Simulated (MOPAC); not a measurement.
MOPAC input (PM7):

```
PM7 1SCF GEO-OK AUX(PRECISION=9) THREADS=1
HIn

In   -0.00000000 1   -0.00000000 1   -0.03725241 1
H     0.00000000 1    0.00000000 1    1.82536805 1
```

Output:

```
 *******************************************************************************
 **                                                                           **
 **                              MOPAC v23.2.5                                **
 **                                                                           **
 *******************************************************************************
 ** MOPAC's Digital Object Identifier: https://doi.org/10.5281/zenodo.6511958 **
 **                                                                           **
 ** Please cite the open-source release paper for use of this MOPAC version:  **
 ** J. E. Moussa and J. J. P. Stewart (2026)                                  **
 ** MOPAC: An open-source semiempirical molecular orbital program             **
 ** J. Open Source Softw., 11(119), 8025, https://doi.org/10.21105/joss.08025 **
 *******************************************************************************

                              PM7 CALCULATION RESULTS

 *******************************************************************************
 *  PM7        - The PM7 Hamiltonian to be used
 *  GEO-OK     - OVERRIDE INTERATOMIC DISTANCE AND OTHER SAFETY CHECKS
 *  1SCF       - DO 1 SCF AND THEN STOP
 *  AUX        - OUTPUT AUXILIARY INFORMATION
 *******************************************************************************
PM7 1SCF GEO-OK AUX(PRECISION=9) THREADS=1
 HIn

   ATOM   CHEMICAL          X               Y               Z
  NUMBER   SYMBOL      (ANGSTROMS)     (ANGSTROMS)     (ANGSTROMS)

     1      In         -0.00000000  *  -0.00000000  *  -0.03725241  *
     2       H          0.00000000  *   0.00000000  *   1.82536805  *

          CARTESIAN COORDINATES

    NO.       ATOM           X           Y           Z

     1        In         -0.0000     -0.0000     -0.0373
     2         H          0.0000      0.0000      1.8254

 General Reference for PM7:
 "Optimization of Parameters for Semiempirical Methods VI: More Modifications to the
 NDDO Approximations and Re-optimization of Parameters", J. J. P. Stewart, J. Mol. Mod., 1:32, 19 (2013)
 https://link.springer.com/article/10.1007/s00894-012-1667-x

           Empirical Formula: H In  =     2 atoms

      MOLECULAR POINT GROUP   :   C*v

      RHF CALCULATION, NO. OF DOUBLY OCCUPIED LEVELS = 2

 -------------------------------------------------------------------------------
 PM7 1SCF GEO-OK AUX(PRECISION=9) THREADS=1
 HIn

     1SCF WAS SPECIFIED, SO BFGS WAS NOT USED
     SCF FIELD WAS ACHIEVED

                              PM7 CALCULATION
                                                       MOPAC v23.2.5 Linux

          FINAL HEAT OF FORMATION =         64.61355 KCAL/MOL =     270.34309 KJ/MOL

          COSMO AREA              =         68.19 SQUARE ANGSTROMS
          COSMO VOLUME            =         51.63 CUBIC ANGSTROMS

          IONIZATION POTENTIAL    =          8.458230 EV
          HOMO LUMO ENERGIES (EV) =         -8.458  3.017
          NO. OF FILLED LEVELS    =          2
          MOLECULAR WEIGHT        =        115.8279         POINT GROUP:  C*v

          MOLECULAR DIMENSIONS (Angstroms)

            Atom       Atom       Distance
            H     2   In     1     1.86262
            H     2   In     1     0.00000
           In     1    H     2     0.00000

          SCF CALCULATIONS        =          1

   ATOM   CHEMICAL          X               Y               Z
  NUMBER   SYMBOL      (ANGSTROMS)     (ANGSTROMS)     (ANGSTROMS)

     1      In         -0.00000000  *  -0.00000000  *  -0.03725241  *
     2       H          0.00000000  *   0.00000000  *   1.82536805  *

                             CARTESIAN COORDINATES

   1   In       -0.000000000    -0.000000000    -0.037252410
   2    H        0.000000000     0.000000000     1.825368050

           Empirical Formula: H In  =     2 atoms

      MOLECULAR POINT GROUP   :   C*v

                  EIGENVALUES
  -8.58397  -8.45823   3.01682   3.37596   7.39451

              NET ATOMIC CHARGES AND DIPOLE CONTRIBUTIONS

  ATOM NO.   TYPE          CHARGE      No. of ELECS.   s-Pop       p-Pop
    1         In           0.234406        2.7656     0.07453     2.69107
    2          H          -0.234406        1.2344     1.23441
 DIPOLE           X         Y         Z       TOTAL
 POINT-CHG.     0.000     0.000    -2.097     2.097
 HYBRID        -0.000     0.000    -1.906     1.906
 SUM           -0.000     0.000    -4.003     4.003

          ATOMIC ORBITAL ELECTRON POPULATIONS

     Atom    s        px        py        pz
    1 In   0.07453   2.00000   0.00000   0.69107
    2  H   1.23441

 **********************
 *                    *
 * JOB ENDED NORMALLY *
 *                    *
 **********************

 == MOPAC DONE ==
```
